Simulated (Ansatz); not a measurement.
Potential energy curve for AlMg (anion, charge -1), lowest singlet found (which spin is the ground state isn't settled by this scan).

UKS-PBE = unrestricted PBE/aug-cc-pVDZ run with Ansatz (a program for electronic structure); RKS-PBE = restricted PBE/aug-cc-pVDZ (Ansatz).

Scanned distances (Å): 1.88, 2.03, 2.16, 2.27, 2.38, 2.49, 2.55, 2.66, 2.74, 2.86.

Where does the unrestricted solution first break spin symmetry (<S²> of 0.01 or more)?

UKS-PBE: already at 1.88 Å.

```json
[
 {"R / Å": "1.88", "<S²> UKS-PBE": "1.01", "E(RKS-PBE) − E(UKS-PBE) / kcal/mol": "14.0"},
 {"R / Å": "2.03", "<S²> UKS-PBE": "1.01", "E(RKS-PBE) − E(UKS-PBE) / kcal/mol": "12.9"},
 {"R / Å": "2.16", "<S²> UKS-PBE": "1.01", "E(RKS-PBE) − E(UKS-PBE) / kcal/mol": "12.1"},
 {"R / Å": "2.27", "<S²> UKS-PBE": "1.01", "E(RKS-PBE) − E(UKS-PBE) / kcal/mol": "11.6"},
 {"R / Å": "2.38", "<S²> UKS-PBE": "1.01", "E(RKS-PBE) − E(UKS-PBE) / kcal/mol": "11.1"},
 {"R / Å": "2.49", "<S²> UKS-PBE": "1.01", "E(RKS-PBE) − E(UKS-PBE) / kcal/mol": "10.7"},
 {"R / Å": "2.55", "<S²> UKS-PBE": "1.01", "E(RKS-PBE) − E(UKS-PBE) / kcal/mol": "10.5"},
 {"R / Å": "2.66", "<S²> UKS-PBE": "1.01", "E(RKS-PBE) − E(UKS-PBE) / kcal/mol": "10.2"},
 {"R / Å": "2.74", "<S²> UKS-PBE": "1.01", "E(RKS-PBE) − E(UKS-PBE) / kcal/mol": "10.0"},
 {"R / Å": "2.86", "<S²> UKS-PBE": "1.01", "E(RKS-PBE) − E(UKS-PBE) / kcal/mol": "9.8"}
]
```
